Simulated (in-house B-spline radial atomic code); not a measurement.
Checks on a self-consistent run for the fluorine ion F⁴⁺, [He] 2s2 2p1. Method: non-relativistic Hartree-Fock, average of configuration, point nucleus. Calculated with an all-electron radial atomic-structure program (B-spline basis).

```json
{"orbital": "1s", "q": "2", "ε (Eh)": "-30.57674", "<1/r>": "8.6576", "<r²>": "0.0410627"}
{"orbital": "2s", "q": "2", "ε (Eh)": "-4.66850", "<1/r>": "1.71243", "<r²>": "0.835099"}
{"orbital": "2p", "q": "1", "ε (Eh)": "-4.21593", "<1/r>": "1.66815", "<r²>": "0.714943"}
```

Electron-electron repulsion V_ee = 17.4204 hartree, kinetic energy T = 92.1268 hartree.

Problem. What total energy follows from the eigenvalues?

Solution. The eigenvalues count the repulsion twice, so E = Σqε - V_ee = -74.706 - 17.420 = -92.127 hartree; the run printed -92.127.

Problem. What is the virial ratio?

Solution. -V/T = (T - E)/T = 2.000000; at the Hartree-Fock limit it is 2.

Problem. What diamagnetic shielding (Lamb formula) and susceptibility (Langevin formula) do the radii give?

Solution. σ = (α²/3)Σq<1/r> = 22.4082/(3·137.036²) = 397.76 ppm, and χ = -0.79199×10⁻⁶·Σq<r²> = -1.954×10⁻⁶ cm³/mol with Σq<r²> = 2.4673 bohr². Both are non-relativistic formulas without the paramagnetism of open shells.
